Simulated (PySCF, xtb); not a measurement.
Ge(H)3(SH) (GeH4S), SMILES [SH][GeH3].

Harmonic wavenumbers (cm⁻¹) from GFN2-xTB run with xtb at its own minimum, in rising order: 158, 405, 473, 504, 711, 769, 829, 844, 1943, 2012, 2077, 2418.

### Question
What does PBE0-D3(BJ)/def2-TZVP run with PySCF 2.14.0 give at its own minimum? (Estimate from the structure and the level; the computed values follow.)

### Answer
157, 410, 508, 569, 783, 836, 869, 885, 2156, 2157, 2183, 2715. Paired by order, the mean absolute difference is 90 cm⁻¹ and the zero-point energies are 18.8 and 20.3 kcal/mol.
